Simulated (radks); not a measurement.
The numbers below are computed, except where a source is named.
Ti9+, configuration [Ne] 3s2 3p1. Code: a radial shooting solver on a logarithmic mesh with Libxc functionals. Model: scalar-relativistic Kohn-Sham, PBEsol, spin-unpolarised, spherical densities, point nucleus.

Local quantities along the radius. ELF = 1/(1 + alpha^2) is the electron localisation function; alpha = (tau - tau_W)/tau_unif compares the Pauli kinetic energy density with that of the uniform gas; r v_xc is r times the local exchange-correlation potential (hartree bohr); -r V(r) is the screened charge that the Kohn-Sham potential presents (atomic units); s = |grad rho|/(2 (3 pi^2)^(1/3) rho^(4/3)) is the reduced gradient. tau is taken from the large components.

r (bohr)    ELF    alpha    r v_xc  -r V(r)       s
0.003613  1.000  0.01374  -0.08703    21.78  0.4421
0.004521  1.000  0.01432   -0.1024    21.72  0.4362
0.005701  1.000  0.01522   -0.1219    21.64  0.4339
0.007132  1.000  0.01647   -0.1447    21.55  0.4355
0.008923  1.000  0.01826   -0.1718    21.43  0.4408
0.01125   1.000  0.02095   -0.2049    21.27  0.4507
0.01408   0.999  0.02483   -0.2418    21.09  0.4653
0.01761   0.999  0.03077   -0.2833    20.86  0.4858
0.02221   0.998  0.04074   -0.3302    20.56  0.5151
0.02779   0.997  0.05731   -0.3774    20.22  0.5533
0.03505   0.992  0.08916   -0.4251    19.80  0.6059
0.04384   0.978   0.1511   -0.4657    19.31  0.6712
0.05485   0.925   0.2843   -0.4962    18.75  0.7476
0.06917   0.739   0.5944   -0.5134    18.08  0.8147
0.08654   0.423    1.168   -0.5182    17.35  0.7971
0.1083    0.256    1.707   -0.5269    16.53  0.6122
0.1365    0.326    1.439   -0.5915    15.64  0.3632
0.1708    0.586   0.8408   -0.7033    14.76  0.2902
0.2154    0.798   0.5025   -0.8062    13.81  0.3718
0.2695    0.863   0.3990   -0.8581    12.93  0.5310
0.3372    0.822   0.4661   -0.8379    12.12  0.7651
0.4252    0.493    1.015   -0.7376    11.38   1.067
0.532     0.124    2.661   -0.6213    10.76   1.044
0.6709    0.210    1.938   -0.6515    10.35  0.5616
0.8394    0.738   0.5955   -0.7521    10.11  0.6728
1.05      0.891   0.3506   -0.7051    9.840   1.210
1.324     0.793   0.5104   -0.5089    9.541   2.341
1.657     0.366    1.317   -0.4114    9.416   4.980
2.073     0.030    5.714   -0.2819    9.282   12.93
2.614     0.000    49.10   -0.1123    9.112   45.80

On this mesh the ELF has minima near r = 0.11, 0.60 bohr, which separate the shells, and maxima near 0.27 (0.86), 1.1 (0.89).
